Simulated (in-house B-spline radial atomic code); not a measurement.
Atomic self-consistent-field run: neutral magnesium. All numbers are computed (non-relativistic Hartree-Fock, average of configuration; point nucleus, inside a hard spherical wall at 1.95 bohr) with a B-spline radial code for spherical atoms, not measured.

Command:
```bash
python run_scf.py task.json out
```
Settings:
```
Z                12
configuration    [Ne] 3s1 3d1
hamiltonian      nr
method           hf
spin_polarised   False
wall_radius      1.95
```

Output (hartree, bohr):
```
 radial grid: 34 intervals, B-splines of order 8, outer radius 1.95 bohr

 iter        energy (Eh)    residual
    1       -193.4905547    2.10e-01
    2       -193.6083464    4.32e-03
    3       -193.6088161    1.67e-03
    4       -193.6088812    6.93e-04
    5       -193.6088938    2.51e-04
    6       -193.6088944    1.50e-05
    7       -193.6088944    3.40e-06
    8       -193.6088944    1.59e-08

 total energy                     -193.608894
 kinetic                            211.45401
 electron-nucleus                  -496.27682
 electron-electron                   91.21392

 orbital      occ     eigenvalue          <r>       <r^2>       <1/r>     <1/r^2>       r_max
 1s         2.000      -47.73171     0.130622    0.022968     11.5963      271.78     0.08546
 2s         2.000       -2.71722     0.690914    0.564114     2.08737     17.9716      0.5511
 2p         6.000       -1.18349     0.671072    0.552431     1.94881     5.40791      0.4928
 3s         1.000        2.72296      1.15379     1.52123     1.36182     10.8136       1.355
 3d         1.000        2.88084      1.16679     1.45332    0.934455    0.983801       1.209
```

Run time, properties included: 0.05 s on 1 thread of Arm Neoverse V1, with other jobs on the host.
